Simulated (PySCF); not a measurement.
**B⁺ (boron, charge +1) across methods**

[He] 2p2, high-spin 3P determinant (an excited configuration). Computed with PySCF 2.14 in aug-cc-pVTZ with one added diffuse shell each of s, p, d, f type (6s5p4d3f, 62 functions), with no relativity, point nucleus. The B2PLYP total includes its PT2 part (frozen core); its orbital energies are those of the SCF part.

```tsv
method	E (hartree)	mean ε 1s α (eV)	mean ε 1s β (eV)	mean ε 2p α (eV)	Σ⟨r²⟩ (bohr²)	⟨S²⟩
B2PLYP	-23.9145	-209.58	-208.77	-16.898	8.329	2.000
UHF	-23.83382	-222.76	-221.85	-18.988	8.470	2.000
PBE	-23.9229	-193.90	-193.03	-14.670	8.293	2.000
r2SCAN	-23.9425	-197.04	-196.24	-14.929	8.229	2.000
LDA	-23.6700	-191.82	-190.95	-14.567	8.322	2.000
M06-2X	-23.9309	-208.03	-207.56	-16.810	8.376	2.000
wB97M-V	-23.9476	-204.14	-203.43	-17.973	8.429	2.000
PBE0	-23.9170	-201.29	-200.40	-15.853	8.303	2.000
wB97X	-23.9501	-202.41	-202.10	-18.115	8.304	2.000
```
